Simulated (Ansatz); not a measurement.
Relaxation of AlCl3FH3OZr (10 atoms, charge 0, multiplicity 1), to a largest force component of 0.03 eV/Å in at most 50 steps.

Method: RKS PBE/def2-SVP (Ansatz 0.2.0).

```xyz
10
Properties=species:S:1:pos:R:3
Zr -0.374 -0.059 -0.621
F -0.470 0.968 2.376
Cl 1.660 -0.961 0.134
Cl -0.294 2.257 -0.995
Cl -0.808 -1.027 -2.721
O -1.960 -0.635 0.486
Al -3.534 -1.388 0.381
H -3.574 -2.975 0.261
H -4.793 -0.416 0.430
H -1.264 0.497 2.243
```

Q: Where does it end, and by what steps?

A: The run converged. After 22 steps the energy has fallen by 1.772 eV; Cl5 moved furthest, 1.34 Å. Parted: F2–H10 (0.93 → 2.55 Å). Joined: Zr1–F2 (3.17 → 1.91 Å), Cl5–Al7 (4.15 → 2.32 Å), O6–H10 (2.20 → 0.98 Å).

```
step  energy less start (eV)  largest force component (eV/Å)  accepted
   0                  0.0000                           1.297       yes
   1                 -0.1718                           0.269       yes
   2                 -0.2876                           0.388       yes
   3                 -0.2926                           1.009       yes
   4                 -0.3563                           0.172       yes
   5                 -0.3645                           0.165       yes
   6                 -0.3875                           0.193       yes
   7                 -0.4103                           0.226       yes
   8                 -0.4621                           0.292       yes
   9                 -0.5482                           0.265       yes
  10                 -0.6333                           0.336       yes
  11                 -0.6492                           0.714       yes
  12                 -0.7544                           0.730       yes
  13                 -1.0065                           1.496       yes
  14                 -1.0780                           5.031       yes
  15                 -1.2352                           2.626       yes
  16                 -1.5825                           0.991       yes
  17                 -1.7246                           0.804       yes
  18                 -1.7032                           1.169        no
  19                 -1.7501                           0.516       yes
  20                 -1.7707                           0.163       yes
  21                 -1.7722                           0.038       yes
  22                 -1.7724                           0.010       yes
```

```xyz
10
Properties=species:S:1:pos:R:3
Zr -0.231 0.314 0.096
F 0.135 0.982 1.846
Cl 1.664 -1.025 -0.264
Cl -0.197 2.300 -1.153
Cl -1.674 -0.995 -1.696
O -2.002 -0.392 1.049
Al -3.230 -1.358 -0.017
H -3.227 -2.894 0.401
H -4.530 -0.477 -0.288
H -2.117 -0.193 1.999
```

Whether the end is a true minimum wasn't checked by a vibrational analysis.

The run took 81 s on 4 threads of Arm Neoverse V1, with other jobs on the host, peak memory 0.24 GiB.
